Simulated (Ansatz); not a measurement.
C₂H₄F₂OSi (`F[C@@H]1C[Si@@H](F)O1`). The species carries charge 0 and has multiplicity 1.

| atom | x (Å) | y (Å) | z (Å) |
| --- | --- | --- | --- |
| F1 | 1.746 | 0.958 | -0.820 |
| C2 | 0.721 | 0.054 | -0.838 |
| C3 | -0.577 | 0.669 | -0.280 |
| Si4 | -0.302 | -0.585 | 1.062 |
| F5 | -1.370 | -1.758 | 1.148 |
| O6 | 0.993 | -0.974 | 0.095 |
| H7 | 0.671 | -0.357 | -1.850 |
| H8 | -1.444 | 0.508 | -0.920 |
| H9 | -0.471 | 1.728 | -0.056 |
| H10 | 0.031 | -0.243 | 2.459 |

Problem. Give the diagnostics of a CCSD(T)/def2-TZVPP run (frozen core, Ansatz 0.2.0). (Estimate.)

Solution. The calculation gave: T1 = 0.0123, largest single amplitude 0.019, largest double 0.017, (T) share of the correlation energy 3.5 %, 9 CCSD cycles. The RHF solution is stable towards an unrestricted one. T1 lies under the customary mark of 0.02 for closed shells.
